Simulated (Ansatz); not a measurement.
`[F][SnH3]` + `CSS` → `CS[S][SnH3]` + H–F at 400 K and 1 bar (ligand exchange at the Sn–F bond).

Gas-phase electronic energies from Ansatz, PBE0-D4/def2-TZVP geometries. CCSD(T)/CBS is the MP2 limit (def2-TZVPP, def2-QZVPP) plus CCSD(T) − MP2 in def2-TZVPP, frozen cores. This one scheme is used for every species. def2 core potentials past Kr. For Sn outer-core shells are correlated without core-valence functions, which leaves a few kJ/mol of doubt a bond. One conformer a species, not always the lowest.

```json
{"species": "`[F][SnH3]`", "CCSD(T)/CBS energy (Eh)": "-315.62493", "H − E (kJ/mol)": "76.6", "S (J/(mol·K))": "283.1"}
{"species": "`CSS`", "CCSD(T)/CBS energy (Eh)": "-836.00794", "H − E (kJ/mol)": "149.0", "S (J/(mol·K))": "316.6"}
{"species": "`CS[S][SnH3]`", "CCSD(T)/CBS energy (Eh)": "-1051.24276", "H − E (kJ/mol)": "195.3", "S (J/(mol·K))": "414.3"}
{"species": "H–F", "CCSD(T)/CBS energy (Eh)": "-100.39570", "H − E (kJ/mol)": "36.5", "S (J/(mol·K))": "182.2"}
```

H − E and S are ideal-gas, rigid-rotor, harmonic terms from PBE0-D4/def2-TZVP, for one conformer and one mirror image of each species. 1 Eh = 2625.50 kJ/mol, R = 8.31446 J/(mol·K).

By hand: ΔE, ΔH, ΔS and ΔG.

ΔE = (-1051.24276) + (-100.39570) − (-315.62493) − (-836.00794) = -0.00559 Eh = -14.7 kJ/mol. Δ(H − E) = 195.3 + 36.5 − 76.6 − 149.0 = 6.2, so ΔH = -8.5 kJ/mol. ΔS = 414.3 + 182.2 − 283.1 − 316.6 = -3.2 J/(mol·K). ΔG = -8.5 − 400 × (-3.2)/1000 = -7.2 kJ/mol.

By hand: the equilibrium constant, and the temperature at which ΔG would vanish if ΔH and ΔS stayed fixed.

log₁₀ K = −ΔG/(RT ln 10) = 0.9. ΔG = 0 at ΔH/ΔS = 2656 K, far beyond where these terms or the molecules hold.

The number of gas molecules stays the same, so ΔS is small and ΔH decides. A doubt of 5 kJ/mol in ΔE shifts log₁₀ K by 0.7 here. Other conformers and mirror images would add mixing entropy, several J/(mol·K) or more a flexible species. These are equilibria of isolated gas molecules and say nothing of rates. Largest T1 diagnostic: 0.014 (customary marks: 0.02 for closed shells, 0.045 for open ones).
